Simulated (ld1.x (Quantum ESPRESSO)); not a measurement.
**Pd (Z = 46): excitation energies, all-electron against PAW**

```
Element                 : palladium (Pd)
Generator               : ld1.x (Quantum ESPRESSO) 7.5
Type                    : PAW
Functional              : PBE
Relativity              : scalar-relativistic
Frozen core             : [Ar] 3d10 4s2
Valence charge          : 16
Reference configuration : 4p6 4d10 5s0 5p0
Partial waves           : 5s (bound, empty): rcut 2.35, rcutus 2.65 bohr; 5s channel at 0.65 Ry: rcut 2.35, rcutus 2.65 bohr; 4p (bound): rcut 1.40, rcutus 1.50 bohr; 5p (bound, empty): rcut 1.40, rcutus 1.50 bohr; 4d (bound): rcut 1.35, rcutus 1.50 bohr; 4d channel at 0.2 Ry: rcut 1.35, rcutus 1.50 bohr
Local potential         : all-electron potential smoothed inside 1.95 bohr (lloc = -2)
Core correction         : Bessel-smoothed model core inside 0.85 bohr
Augmentation charge     : PSQ, inside the norm-conserving radii
```

Energies are relative to the spin-unpolarised reference configuration 4p6 4d10 5s0 5p0; without spin polarisation the order of configurations can differ from experiment. The frozen-core shift is the all-electron ΔE with the core orbitals held at their reference shape minus the fully relaxed ΔE.

```json
{"valence configuration": "4p6 4d8 5s0 5p0", "charge": "+2", "ΔE all-electron (eV)": "29.934", "error AE − PS (meV)": "-14", "frozen-core shift (meV)": "+11"}
{"valence configuration": "4p6 4d7 5s0 5p0", "charge": "+3", "ΔE all-electron (eV)": "64.293", "error AE − PS (meV)": "-57", "frozen-core shift (meV)": "+52"}
{"valence configuration": "4p6 4d9 5s0 5p1", "charge": "0", "ΔE all-electron (eV)": "5.239", "error AE − PS (meV)": "-1.0", "frozen-core shift (meV)": "-0.4"}
{"valence configuration": "4p6 4d8 5s1 5p0", "charge": "+1", "ΔE all-electron (eV)": "13.640", "error AE − PS (meV)": "-7.0", "frozen-core shift (meV)": "+8.0"}
{"valence configuration": "4p6 4d9.5 5s0 5p0", "charge": "+0.5", "ΔE all-electron (eV)": "3.234", "error AE − PS (meV)": "0.0", "frozen-core shift (meV)": "-0.4"}
{"valence configuration": "4p5 4d10 5s0 5p0", "charge": "+1", "ΔE all-electron (eV)": "57.165", "error AE − PS (meV)": "-47", "frozen-core shift (meV)": "+40"}
```

What are ΔE and the potential's error for 4p6 4d9 5s0 5p0?

ΔE = 9.115 eV all-electron; the error (AE − PS) is -1.3 meV.

Levels in the configuration 4p6 4d7 5s0 5p0:

```tsv
level	all-electron (eV)	pseudo (eV)
4p	-91.441	-91.536
4d	-41.639	-41.702
```

A variational frozen-core shift is positive and of second order in the change. This column holds negative values, so the frozen-core run of ld1.x carries numerical noise or an error of first order here, and the column gives no more than the rough size of the effect.
